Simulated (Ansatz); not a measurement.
Gas-phase electronic energies from Ansatz, PBE0-D4/def2-TZVP geometries. CCSD(T)/CBS is the MP2 limit (def2-TZVPP, def2-QZVPP) plus CCSD(T) − MP2 in def2-TZVPP, frozen cores. Functionals use def2-TZVPP. B3LYP here is the variant with VWN-RPA as its local correlation; programs differ in this. Elements past krypton have def2 core potentials. For In, Se outer-core shells are correlated without core-valence functions, which leaves a few kJ/mol of doubt a bond. Scalar relativity is left out up to krypton. Each species was taken in one conformer, which may not be the lowest.

Reaction (cleavage of the Si–Si bond): `[SiH3][SiH2][CH2][InH2]` + `OC(O)=[Se]` → `OC(=[Se])O[SiH3]` + `[SiH3][CH2][InH2]`

**Question.** Is it downhill or uphill in electronic energy at CCSD(T)/CBS, and by how much? (An estimate is asked.)

**Answer.** The calculation gave: Downhill: ΔE = -75.3 kJ/mol.

**Question.** What do these levels give: PBE-D4, B3LYP-D4, ωB97X-V, ωB97M-V, B2PLYP, PBE, B3LYP, HF/def2-TZVPP, SCS-MP2/def2-TZVPP, HF/def2-QZVPP, MP2/def2-QZVPP, SCS-MP2/def2-QZVPP? (Estimate.)

**Answer.** The calculation gave: PBE-D4 -52.9, B3LYP-D4 -77.8, ωB97X-V -75.3, ωB97M-V -78.7, B2PLYP -84.7, PBE -55.4, B3LYP -81.7, HF/def2-TZVPP -105.2, SCS-MP2/def2-TZVPP -91.2, HF/def2-QZVPP -107.0, MP2/def2-QZVPP -84.9, SCS-MP2/def2-QZVPP -90.1 kJ/mol.

Largest T1 diagnostic among the species: 0.016.

The D4 term adds +3.9 kJ/mol with B3LYP and +2.3 kJ/mol with PBE0; it sums over pairs of atoms, weighted by their polarisabilities, and B3LYP, whose exchange is more repulsive, gets the larger term. From PBE to PBE0 (25 % exact exchange), in def2-TZVPP and without D4, ΔE moves by −6.1 kJ/mol.
